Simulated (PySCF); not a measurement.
# Al: excitation energy

Al [Ne] 3s2 3p1 (2P) → Al [Ne] 3s1 3p1 3d1 (high-spin determinant), as a difference of total energies. Computed with PySCF 2.14 in aug-cc-pCVTZ-DK (8s7p5d3f, 75 functions), with scalar relativity by spin-free X2C-1e. Correlated levels: valence and next inner shell: 1s2 frozen. The calculations carry no spin-orbit coupling.

| method | excitation energy (cm⁻¹) |
| --- | --- |
| UHF | 62094 |
| MP2 (valence and next inner shell) | 69644 |
| SCS-MP2 (valence and next inner shell) | 71542 |
| CCSD (valence and next inner shell) | 70409 |
| CCSD(T) (valence and next inner shell) | 70125 |

The upper state lies above the first ionisation limit, but in LS coupling its spin forbids autoionisation to the ground ion.

The promoted electron is Rydberg-like, and one or two diffuse shells describe it only roughly, which tends to raise the upper state.

The coupled-cluster amplitudes are large for the upper state (T1 above 0.03 or a double amplitude above 0.15), so a single reference is strained.

The determinant of the upper state mixes LS terms, which raises its energy above the lowest term, most at the Hartree-Fock and MP2 levels.
